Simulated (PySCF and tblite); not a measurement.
Values are calculated unless marked as measured or tabulated.
C₇H₅FO₂, numbered as in [O:1]=[C:2]([OH:3])[c:4]1[cH:5][cH:6][cH:7][c:8]([F:9])[cH:10]1.

Conformers came from 90 starts (ETKDG and KDG, MMFF94s, GFN2-xTB); geometries are PBE0-D3(BJ)/def2-SVP. Free energies are PBE0-D3(BJ)/def2-SVPD (IEF-PCM, chloroform) single points with GFN2-xTB rigid-rotor and vibrational terms (modes under about 100 cm⁻¹ blended into free rotors). Symmetry numbers and mirror images are counted. Conformers within 3 kcal/mol (GFN2-xTB free energy) were kept, 8 at most. Programs: PySCF with density fitting and tblite.

Rotational constants are equilibrium values for the commonest isotopes; dipoles come from the energy level named and are polarised by its solvent model.

Torsions listed: O1–C2–O3–H3, O3–C2–C4–C5.

| conformer | shape | symmetry |
| --- | --- | --- |
| 1 | 0°, 179° | Cs |
| 2 | 0°, 0° | Cs |

(1) Give the rotational constants and dipole components.

(2) Which type of transition is strongest for conformer 1?

Results:

(1) 
```csv
conformer,A (MHz),B (MHz),C (MHz),abs μa (D),abs μb (D),abs μc (D),κ,Ic−Ia−Ib (u Å²)
1,2654,938,693,0.93,0.02,0.04,-0.75,0.0
2,2692,930,691,0.14,3.49,0.01,-0.76,0.0
```

(2) a-type, since that component is clearly the largest; the top is asymmetric (κ = -0.75).
